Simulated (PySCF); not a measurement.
F₂I₂Sn, SMILES [F][Sn]([I])([I])[F], PBE0/def2-SVP optimised geometry.

```
5

F     -0.96    -2.07    -1.69
Sn    -0.53    -1.25     0.00
F      1.40    -1.25     0.00
I     -1.40     1.25     0.00
I     -1.39    -2.79     1.97
```

Density from PBE0/def2-TZVP, def2 effective core potentials past Kr (PySCF) at that geometry. The core electrons that the potentials of I, Sn replace are not part of the density.

Minimum of the electron density along straight lines between bonded atoms, close to the bond critical point (lines longer than 1.1 times the sum of covalent radii, or with two minima, are not listed):

```csv
bond,length / Å,ρ at the minimum / e bohr⁻³,∇²ρ there / e bohr⁻⁵,position (fraction from the first atom)
F1–Sn2,1.923,0.123,0.59,0.48
Sn2–F3,1.923,0.123,0.59,0.52
Sn2–I4,2.646,0.073,0.04,0.46
Sn2–I5,2.647,0.073,0.04,0.46
```
